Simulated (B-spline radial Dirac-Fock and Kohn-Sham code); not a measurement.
**K-line shifts caused by a second vacancy in Se**

System: the Se atom, [Ar] 3d10 4s1 4p5 (an excited configuration).

Input of the calculation (task.json; shells as n, l, electrons):

```json
{"items": [{
  "Z": 34,
  "q": 0,
  "cfg": [[1, 0, 2], [2, 0, 2], [2, 1, 6], [3, 0, 2], [3, 1, 6], [3, 2, 10], [4, 0, 1], [4, 1, 5]],
  "A": 80,
  "rrms": 4.14,
  "do": ["binding", "quiet", "double"]
}]}
```

Command: `python xray_run.py task.json out`

Method: multi-electron Dirac-Fock with separately optimised hole states, Breit and Lamb-shift corrections added in first order. Computed with a B-spline atomic structure program. Each two-hole energy is an average over J within one jj subconfiguration, not an observable level; in light atoms, where LS coupling holds, the j-resolved values are not observed lines, and for a K spectator the Kα1 hypersatellite is nearly forbidden. Correlation and solid-state effects are left out.

Lines without a spectator: Kα2 (K-L2) 11180.3 eV, Kβ3 (K-M2) 12486.2 eV. Shifts in eV with one spectator hole (a dash: not computed, or left out as unreliable):

| spectator hole | Kα2 | Kβ3 |
| --- | --- | --- |
| K (1s) | +366.4 | +459.9 |
| L2 (2p1/2) | +36.0 | – |
| M2 (3p1/2) | – | +7.56 |
| M4 (3d3/2) | -0.41 | – |
| M5 (3d5/2) | -1.83 | – |
